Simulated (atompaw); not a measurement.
# Before and after: PAW (atompaw) potential for hafnium

| Item | Value |
| --- | --- |
| Element | hafnium (Hf) |
| Generator | atompaw 4.2.0.5 |
| Type | PAW |
| Functional | LDA (PW92) |
| Relativity | scalar-relativistic |
| Frozen core | [Xe] 4f14 |
| Valence charge | 4 |
| Reference configuration | 5d2 6s2 6p0 |
| Partial waves | 6s (bound): rc 3.00 bohr; 6s channel at 0.85 Ry: rc 3.00 bohr; 6p (bound, empty): rc 3.00 bohr; 6p channel at 1.4 Ry: rc 3.00 bohr; 5d (bound): rc 3.00 bohr; 5d channel at 2.45 Ry: rc 3.00 bohr |
| Local potential | bessel scheme, radius 2.85 bohr |
| Core correction | smooth core density matched at 2.80 bohr |
| Augmentation charge | sinc compensation charge, radius 2.55 bohr; PAW radius 3.00 bohr; waves and projectors: custom polynom vanderbiltortho |

All-electron outer shells of the reference configuration (LDA (PW92), scalar-relativistic, ld1.x):

```csv
shell,level (eV),outermost node (bohr),outermost maximum (bohr)
5p,-35.71,0.60,1.16
4f,-17.03,–,0.45
6s,-5.26,1.37,2.89
5d,-2.87,0.67,1.71
6p,-1.47,1.66,4.05
```

Change: local potential bessel scheme, radius 1.36 bohr.

Cutoffs: the cutoffs (Ry, on a coarse ladder) from which the occupation-weighted sum of valence levels, in a spherical-Bessel basis at the reference potential, stays within 10 and 1 mRy of its value at 400 Ry; they do not see the model core or the augmentation charge, which bear on the density cutoff.

Question: What does the change do?

Answer: The potential gets softer (10 Ry and 15 Ry → 8 Ry and 15 Ry); the bound ghosts move from p to p, s; the range in which the s phases agree widens (upper end 1.6 → 3.6). A state that the projectors do not describe sees the local part alone, so a deeper or shallower local part can create or remove a ghost.

```tsv
quantity	base	changed
cutoff, loose	10 Ry	8 Ry
cutoff, tight	15 Ry	15 Ry
bound ghosts	p	s, p
s: phases at 3.00 bohr within 0.05 rad from the reference energy up to (Ry; the scan ends near 5)	1.6	3.6
p: phases at 3.00 bohr within 0.05 rad from the reference energy up to (Ry; the scan ends near 5)	4.5	4.7
d: phases at 3.00 bohr within 0.05 rad from the reference energy up to (Ry; the scan ends near 5)	to the end of the scan	to the end of the scan
lowest overlap eigenvalue by channel	s 0.09, p 0.45, d 0.88	s 0.01, p 0.45, d 0.85
```

 A true bound ghost makes a file unfit for plane-wave use even where its test errors are small: the radial tests pick states by their node count and pass the ghost by. The cutoffs see the waves, projectors and local potential, not the compensation charge or the core.
